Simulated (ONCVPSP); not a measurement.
# strontium, ONCV: configuration errors across variants

Sr, optimised norm-conserving Vanderbilt (ONCV), made with ONCVPSP 4.0.1 (BLYP, non-relativistic). Core [Ar] 3d10, reference 4s2 4p6 5s1 5p1. Waves: 4s+5s: rc 2.70 bohr, ncon 4, nbas 8, qcut 5.9 1/bohr, 2 projectors; 4p+5p: rc 2.50 bohr, ncon 3, nbas 6, qcut 5.4 1/bohr, 2 projectors; d scattering state at 0.23 Ha: rc 2.75 bohr, ncon 3, nbas 7, qcut 3.6 1/bohr, 2 projectors, debl 3.8 Ha. Local part: polynomial inside 1.85 bohr (lpopt 5, dvloc0 1 Ha). Core correction: none.

In the d channel the program set the typed energies aside and used -0.084, 3.716 Ha.

All-electron excitation energies from the reference (eV): (1) 4s2 4p6 5s2 5p0 -2.243; (2) 4s2 4p6 5s1 5p0 3.476; (3) 4s2 4p6 5s0 5p0 14.427; (4) 4s2 4p6 5s1.5 5p0 0.001.

2 further variants failed, have other tests or another functional or relativity, and are left out.

Errors AE − PS in meV (a dash: test not solved or not reliable):

```tsv
change	(1)	(2)	(3)	(4)	bound ghosts	GHOST(+) flags above zero
base	+0.1	0.0	-0.4	+0.1	none	d
d: nproj 1	+0.1	0.0	-0.4	+0.1	none	none
p: rc 2.18	+0.1	0.0	-0.4	+0.1	none	d
local potential polynomial inside 1.65 bohr (lpopt 5, dvloc0 0 Ha)	+0.1	+0.1	-0.4	+0.1	none	none
d: qcut 4.9	+0.1	0.0	-0.4	+0.1	none	none
all radii scaled by about 0.88 (s 2.38, p 2.20, d 2.42 bohr); local potential polynomial inside 1.62 bohr (lpopt 5, dvloc0 1 Ha)	0.0	0.0	-0.3	0.0	none	d
```

Task: Give the same row for: p: qcut 7.7.

Result: +0.1, +0.1, -0.4, +0.1; bound ghosts: none; GHOST(+) flags above zero: d.
